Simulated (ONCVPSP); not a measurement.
rhodium: one change to an ONCV potential, before and after

Rh, optimised norm-conserving Vanderbilt (ONCV), made with ONCVPSP 4.0.1 (PBE, scalar-relativistic). Core [Ar] 3d10, reference 4s2 4p6 4d8 5s0.5 (charge +0.5). Waves: 4s+5s: rc 1.85 bohr, ncon 4, nbas 7, qcut 7.3 1/bohr, 3 projectors, debl 3 Ha; 4p: rc 1.10 bohr, ncon 4, nbas 9, qcut 7.5 1/bohr, 2 projectors, debl 0.6 Ha; 4d: rc 1.55 bohr, ncon 4, nbas 9, qcut 8.9 1/bohr, 2 projectors, debl 3.7 Ha. Local part: polynomial inside 0.75 bohr (lpopt 1, dvloc0 4 Ha). Core correction: Teter function, fcfact 3.25, rcfact 1.2.

In the p channel the program set the typed energies aside and used -1.989, 0.250 Ha.

All-electron outer shells of the reference configuration (PBE, scalar-relativistic, ld1.x):

| shell | level (eV) | outermost node (bohr) | outermost maximum (bohr) |
| --- | --- | --- | --- |
| 3d | -304.22 | – | 0.29 |
| 4s | -86.17 | 0.47 | 0.88 |
| 4p | -54.11 | 0.47 | 0.94 |
| 4d | -9.60 | 0.46 | 1.15 |
| 5s | -7.42 | 1.19 | 2.57 |

Change: d: rc 2.24.

Cutoffs: the cutoffs (Ha) at which the residual kinetic energy of the hardest occupied pseudo-wave falls to 1 and 0.1 mHa per electron; they do not see the model core or the augmentation charge, which bear on the density cutoff. Errors are all-electron minus pseudo energies relative to the spin-unpolarised reference configuration.

Task: What does the change do?

Result: The potential gets neither clearly harder nor softer (87 Ha and 217 Ha → 87 Ha and 217 Ha); the p channel sets the loose cutoff, while the largest relative change is in d, which becomes softer; of the 4 tests that both files solve, the error grows in 0 and shrinks in 2 by more than 15 % and 0.3 meV (median size 0.8 → 0.4 meV); neither file shows a bound ghost.

| quantity | base | changed |
| --- | --- | --- |
| cutoff, loose | 87 Ha | 87 Ha |
| cutoff, tight | 217 Ha | 217 Ha |
| loose cutoff by channel | s 16 Ha, p 87 Ha, d 27 Ha | s 16 Ha, p 87 Ha, d 22 Ha |
| bound ghosts | none | none |
| GHOST(+) flags under 300 eV | s at 237.5 eV | s at 237.5 eV |
| error for 4s2 4p6 4d8 5s1, meV [ΔE -2.92 eV] | +0.4 | +0.5 |
| error for 4s2 4p6 4d8 5s0, meV [ΔE 4.54 eV] | -1.2 | -1.0 |
| error for 4s2 4p6 4d7 5s0, meV [ΔE 24.05 eV] | -1.7 | -0.2 |
| error for 4s2 4p6 4d8.5 5s0.5, meV [ΔE -3.55 eV] | -0.4 | -0.1 |
| s: phases at 1.87 bohr within 0.05 rad from the reference energy up to (Ha; the scan ends near 5) | to the end of the scan | to the end of the scan |
| p: phases at 1.11 bohr within 0.05 rad from the reference energy up to (Ha; the scan ends near 5) | to the end of the scan | to the end of the scan |
| rms error of d²Exc/dni dnj with the model core, mHa | 0.73 | 0.80 |
